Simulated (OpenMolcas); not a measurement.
An atom or ion with 48 electrons was computed by SS-CASPT2, IPEA 0.25 Eh, imaginary shift 0.1 Eh with spin-orbit coupling (OpenMolcas, ANO-RCC-VTZP, DKH2). The lowest levels that the run gave, each within 12 % of the measured value where one is at hand:

```csv
J,Parity,E (cm⁻¹),g
0,even,0.0,
0,odd,53377,
1,odd,54797,1.498
2,odd,58111,1.501
1,odd,78566,1.003
```

Q: Which ion is it, and what are the configurations and terms?

A: Sn III (Z = 50, charge +2; active space 2 electrons in 8 orbitals (5s 5p 6s 6p)). J, parity and g give the terms where levels are pure, and mixed ones are named by the computed weights; the size of the splittings, set against known spectra of the 48-electron sequence, gives the charge. In order, with the measured energies in cm⁻¹ (Moore, Atomic Energy Levels, vol. III, NSRDS-NBS 35 (1971 reprint of NBS Circular 467, 1958)): 5s² ¹S₀, 5s 5p ³P°₀ (53548), 5s 5p ³P°₁ (55196), 5s 5p ³P°₂ (59229), 5s 5p ¹P°₁ (79911).

Some high roots are left out of the spin-orbit mixing, which shifts the levels that they would mix with. Active for correlation alone: 6p 6s; no level in the range computed is led by a configuration that fills them, so any true level of that kind is missing. Measured partners are found by configuration, term and J. A level has none where our copy of the source lacks it or the pairing is in doubt (some pairs that miss far off the trend of their configuration count as doubtful), and it then counts in no deviation. Levels of configurations outside the active space are missing.

° marks odd parity.
